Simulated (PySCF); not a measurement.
Computed shifts of a molecule C5H5Cl, PySCF with PBE/pcSseg-1, GIAO, gas phase, atoms alike by connectivity averaged where their shifts nearly agree, in ppm (number of nuclei): ¹³C: 138.1 (1), 129.5 (1), 101.5 (1), 86.6 (1), 10.0 (1). ¹H: 6.13 (2), 2.70 (3). References: ¹³C against TMS (σ = 182.0 ppm); ³⁵Cl against HCl (σ = 936.5 ppm); ¹H against TMS (σ = 31.49 ppm), references at their B3LYP-D3(BJ)/def2-TZVP geometries, non-relativistic (without spin–orbit terms, shifts of atoms bonded to Cl or Br come out too high). Coordinates come from a PBE-D3(BJ)/def2-SVP optimisation. Other conformers were not sampled.

Q: Which structure fits?
A) C=CC=C=CCl
B) C=C(Cl)C#CC
C) ClC1=CC=CC1
D) CC#C/C=C\Cl

A: B, C=C(Cl)C#CC
